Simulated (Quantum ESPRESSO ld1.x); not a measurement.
Ag6+, 41 electrons, occupied as [Kr] 4d5. Method: Dirac Kohn-Sham, RPBE, spin-unpolarised, spherical densities, point nucleus; open shells fill j = l - 1/2 first; computed with ld1.x of Quantum ESPRESSO 7.5.

X-ray form factor f0, the Fourier transform of the density (f0(0) = 41):

sin(theta)/lambda (1/angstrom)  f0 (electrons)
0.05                                    40.671
0.1                                     39.720
0.15                                    38.242
0.2                                     36.378
0.25                                    34.282
0.3                                     32.103
0.4                                     27.947
0.5                                     24.474
0.6                                     21.780
0.8                                     18.034
1                                       15.243
1.25                                    12.194
1.5                                      9.682
2                                        6.660
